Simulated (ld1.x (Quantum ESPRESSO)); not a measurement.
## Transferability test, TM potential for nitrogen

ld1.x (Quantum ESPRESSO) 7.5 input, shortened:

```
&input
   title='N', zed=7., rel=1, dft='PBESOL', iswitch=3,
   config='[He] 2s2 2p1 3d-2'
 /
 &inputp
   pseudotype=2, tm=.true., lloc=-2, rcloc=0.70,
   nlcc=.false.
 /
3
1S  1  0   2.00   0.00  0.30  0.30  0.0
2P  2  1   1.00   0.00  2.30  2.30  0.0
3D  3  2  -2.00   0.35  2.40  2.40  0.0
 &test
   configts(1)='1s2 2s2 2p1'
 /
```

Occupied shells without a wave of their own: 2s. They enter only through the test configuration that unscreens the potential.

Energies are relative to the spin-unpolarised reference configuration 1s2 2s2 2p1; without spin polarisation the order of configurations can differ from experiment. Not all tests gave a result: 1 of 7 tests not solved or not reliable. Left out of the table: 1s2 2s1 2p0 (solver errors, printed error -230 eV).

```tsv
valence configuration	charge	ΔE all-electron (eV)	error AE − PS (meV)
1s2 2s2 2p0	+3	46.885	+583
1s2 2s1 2p3	+1	-17.023	+3224
1s2 2s1 2p4	0	-30.824	+3395
1s2 2s2 2p3.3	-0.3	-43.862	+767
```

(1) What are ΔE and the potential's error for 1s2 2s2 2p2?

(2) What are ΔE and the potential's error for 1s2 2s2 2p3?

Levels in the configuration 1s2 2s1 2p4:

```json
{"level": "1s", "all-electron (eV)": "-383.891", "pseudo (eV)": "-385.445"}
{"level": "2s", "all-electron (eV)": "-18.909", "pseudo (eV)": "-16.259"}
{"level": "2p", "all-electron (eV)": "-7.461", "pseudo (eV)": "-7.527"}
```

A Bessel basis up to 400 Ry misses an occupied level by 1.17 Ry, so cutoffs and ghosts were not judged. The potential misses its own reference levels by up to 3.0 eV, so it is not fit for use.

## Answers

(1) ΔE = -28.737 eV all-electron; the error (AE − PS) is +281 meV.

(2) ΔE = -42.258 eV all-electron; the error (AE − PS) is +687 meV.

These tests converged, but a pseudo level misses the all-electron one widely, so the file describes the atom poorly there or has found another state: 1s2 2s2 2p3: 2s by 2.4 eV; 1s2 2s2 2p2: 2s by 2.5 eV; 1s2 2s1 2p3: 2s by 2.7 eV; 1s2 2s1 2p4: 2s by 2.6 eV; 1s2 2s2 2p3.3: 2s by 2.4 eV. The 2s level has no wave, so the channel is fitted at the deeper level alone: the likely source of the large errors.
